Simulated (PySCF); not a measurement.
Ligand exchange on a metal centre used in film growth or etching (Zn Cl-F). All species are isolated molecules in the gas phase.

Calculation: TPSSh-D3(BJ)/def2-TZVP // TPSS-D3(BJ)/def2-SVP (PySCF 2.14.0). 

```
species                              charge on the central atom (Mulliken) (e)  coordination number
-----------------------------------  -----------------------------------------  -------------------
0 of 2 Cl replaced by F ([Zn(Cl)2])                                       0.62                    2
1 of 2 Cl replaced by F                                                   0.78                    2
2 of 2 Cl replaced by F ([Zn(F)2])                                        0.93                    2
```
